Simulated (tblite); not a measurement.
Isomers of C6H11P. Calculated harmonic vibrations of the isolated species, GFN2-xTB (tblite), most abundant isotopes, no scaling. The method is semi-empirical: single wavenumbers can be off by several per cent or more. Modes of hydrogen on phosphorus can be 10 to 20 % off. One conformer each.

Electronic energies: GFN2-xTB at the same geometries; isomer energies are rough at this level and their order can be wrong.

| SMILES | electronic energy, lowest = 0 (kcal/mol) |
| --- | --- |
| C=C[C@@H]1[C@@H](C)P1C | 24.4 |
| CC1=CCCP1C | 0.8 |
| CCC1=CCPC1 | 0.0 |
| CC#CP(C)CC | 31.7 |

**Question.** How do GFN2-xTB zero-point energies change the relative energies?

**Answer.** 
```tsv
SMILES	ZPE (kcal/mol)	of it from modes above 1550 cm⁻¹	electronic (kcal/mol)	with ZPE, lowest = 0 (kcal/mol)	lowest mode (cm⁻¹)	rings
CCC1=CCPC1	94.9	48.4	0.0	0.0	49	1
CC1=CCCP1C	95.1	49.5	0.8	1.1	90	1
C=C[C@@H]1[C@@H](C)P1C	94.3	50.1	24.4	23.7	68	1
CC#CP(C)CC	93.2	50.4	31.7	30.0	34	0
```

The zero-point energies span 1.9 kcal/mol, from `CC#CP(C)CC` to `CC1=CCCP1C`. The order is unchanged.

**Question.** What do entropy and thermal enthalpy add at 298.15 K and 1 bar (rigid rotor, harmonic oscillator, one conformer each)?

**Answer.** 
```json
{"SMILES": "CCC1=CCPC1", "point group": "C1", "symmetry number": "1", "S (cal/(mol K))": "88.1", "H − H(0) (kcal/mol)": "5.62", "ZPE + H − H(0) − TS (kcal/mol)": "74.3"}
{"SMILES": "CC1=CCCP1C", "point group": "C1", "symmetry number": "1", "S (cal/(mol K))": "89.5", "H − H(0) (kcal/mol)": "6.00", "ZPE + H − H(0) − TS (kcal/mol)": "74.5"}
{"SMILES": "C=C[C@@H]1[C@@H](C)P1C", "point group": "C1", "symmetry number": "1", "S (cal/(mol K))": "92.8", "H − H(0) (kcal/mol)": "6.37", "ZPE + H − H(0) − TS (kcal/mol)": "73.0"}
{"SMILES": "CC#CP(C)CC", "point group": "C1", "symmetry number": "1", "S (cal/(mol K))": "102.3", "H − H(0) (kcal/mol)": "7.31", "ZPE + H − H(0) − TS (kcal/mol)": "70.1"}
```
